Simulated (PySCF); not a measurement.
Can point charges reproduce the dipole moment of `[PH2][GeH]([Br])[Br]`?

Coordinates (PBE0-D3(BJ)/def2-SVP, Å) and charges (e) from the PBE0/pcSseg-1 density (PySCF):

```csv
atom,x,y,z,Mulliken,IAO,Hirshfeld,ESP-fitted
P1,1.611,-0.342,0.167,-0.0365,-0.0419,+0.0192,-0.1515
Ge2,-0.626,0.193,0.402,+0.4695,+0.5486,+0.2945,+0.0186
Br3,-1.924,-0.452,-1.401,-0.3233,-0.2414,-0.1373,-0.1151
Br4,-0.750,2.489,0.579,-0.3213,-0.2359,-0.1312,-0.0821
H5,1.655,0.187,-1.158,+0.0816,+0.0189,+0.0023,+0.1118
H6,1.320,-1.670,-0.275,+0.0710,+0.0109,-0.0010,+0.1213
H7,-1.281,-0.401,1.658,+0.0590,-0.0592,-0.0465,+0.0970
```

Question: Compute μ = Σ q r for each scheme (1 e·Å = 4.803 D) and compare with the dipole of the full density.

Answer: The full density gives (1.08, -1.49, 0.33) D, 1.87 D in size; dipole vectors point from the negative to the positive end.

| scheme | μx | μy | μz | size (D) | share of the full size (%) | angle to the full dipole (°) |
| --- | --- | --- | --- | --- | --- | --- |
| Mulliken | 3.19 | -3.26 | 2.08 | 5.01 | 268 | 17 |
| IAO | 1.69 | -1.68 | 1.40 | 2.76 | 148 | 22 |
| Hirshfeld | 1.30 | -0.93 | 0.76 | 1.77 | 95 | 23 |
| ESP-fitted | 1.19 | -1.53 | 0.45 | 1.99 | 106 | 4 |

Question: Which set comes closest?

Answer: Length of the difference vector: ESP-fitted 0.17 D, Hirshfeld 0.74 D, IAO 1.25 D, Mulliken 3.26 D. Closest: ESP-fitted. ESP charges are fitted to the potential around the molecule, whose slowest-falling term is the dipole's. The schemes that divide the density aren't constrained to reproduce the dipole.

Question: What is left for the Hirshfeld atoms' own dipoles?

Answer: The Hirshfeld atoms' densities add up to the full density, so μ = Σ q r + Σ (atomic dipoles). The atomic dipoles sum to (1.08, -1.49, 0.33) − (1.30, -0.93, 0.76) = (-0.22, -0.56, -0.43) D, 0.74 D in size.

Question: With the origin at the mean of the coordinates, (0.001, 0.001, -0.004) Å, which are the largest single terms, by size, of the ESP-fitted dipole along the direction of the full one?

Answer: H6 +1.19, Br4 +0.91, P1 -0.90, Br3 +0.55, H5 +0.32 D; all 7 atoms together +1.98 D. The single terms depend on the origin, their sum doesn't.

Question: Give the size of the full dipole in other units.

Answer: 1.87 D = 0.735 au = 0.389 e·Å = 6.23 × 10⁻³⁰ C·m.

Geometry: PBE0-D3(BJ)/def2-SVP, one conformer, isolated molecule. The calculation is non-relativistic, for germanium and bromine too.

Conformer computed: `[PH2:1][GeH:2]([Br:3])[Br:4]`: H–P1–Ge2–Br3 48°, H–P1–Ge2–Br3 -46°.
